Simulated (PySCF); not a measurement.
Si(H)2(PH2)2 (H6P2Si), SMILES P[SiH2]P.

Geometry: PBE0-D3(BJ)/def2-SVP. One conformer was computed; it need not be the lowest.

The numbers are results of B3LYP/def2-TZVPD (PySCF), not measurements.

The molecule is in vacuum.

```json
{
  "total_energy": "-975.90316 hartree",
  "point_group": "C2v",
  "highest_occupied_level": "-6.87 eV",
  "lowest_empty_level": "-0.68 eV",
  "orbital_gap": "6.19 eV",
  "dipole_moment": "0.137 e·Å",
  "quadrupole, principal values (traceless, Buckingham form, about the centre of nuclear charge)": "-7.51, 2.77, 4.74 D·Å",
  "mean_static_polarisability": "90.1 bohr³ (13.36 Å³)",
  "polarisability_principal_values": "72.9, 82.2, 115.3 bohr³"
}
```
